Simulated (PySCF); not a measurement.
Radial density of Ar³⁺ (argon, charge +3)

UHF, [Ne] 3s2 3p3, high-spin 4S determinant. Computed with PySCF 2.14 in x2c-TZVPall, with scalar relativity by spin-free X2C-1e.

```csv
r (bohr),4πr²ρ (e/bohr),4πr²(ρα − ρβ)
0.00144,0.1149,0.0000
0.00242,0.3068,0.0001
0.00407,0.7824,0.0001
0.00685,1.939,0.0004
0.0115,4.509,0.0010
0.0194,9.414,0.0030
0.0326,16.31,0.0113
0.0548,20.91,0.0483
0.0922,17.69,0.1895
0.155,14.61,0.5039
0.261,20.65,0.6025
0.439,14.74,0.0141
0.738,4.300,0.9518
1.24,4.442,2.5496
2.09,1.148,0.7720
3.51,0.02257,0.0150
5.91,3.508e-05,0.0000
```

Densities and radii are taken from the X2C orbitals without a picture-change correction, which distorts them close to the nucleus.
